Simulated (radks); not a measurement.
The numbers below are computed, except where a source is named.
Species: In23+. Configuration: [Ar] 3d8. Level of theory: scalar-relativistic Kohn-Sham, LDA (Slater exchange, VWN5 correlation), spin-polarised, spherical densities, finite nucleus; open shells are filled with parallel spins first (spin-orbit coupling, left out, can overturn this in heavy ions); Fermi nuclear charge, rms radius 4.6156 fm (a radial shooting solver on a logarithmic mesh with Libxc functionals). Some entries of the table are withheld. Estimate them.

orbital  occ.  eigenvalue (hartree)  r(max) (bohr)
1s up       1             -1047.880        0.01924
1s down     1             -1047.875        0.01924
2s up       1             -181.2393         0.1086
2s down     1             -181.0598         0.1086
2p up       3             -165.8113        0.08683
2p down     3             -165.6710        0.08679
3s up       1             -55.11918         0.3103
3s down     1             -54.91757         0.3105
3p up       3             -50.06513            (1)
3p down     3             -49.86062            (2)
3d up       5             -42.50296         0.2484
3d down     3             -42.26373         0.2488

Answer. 
(1) 3p up r(max) (bohr): 0.3021
(2) 3p down r(max) (bohr): 0.3023
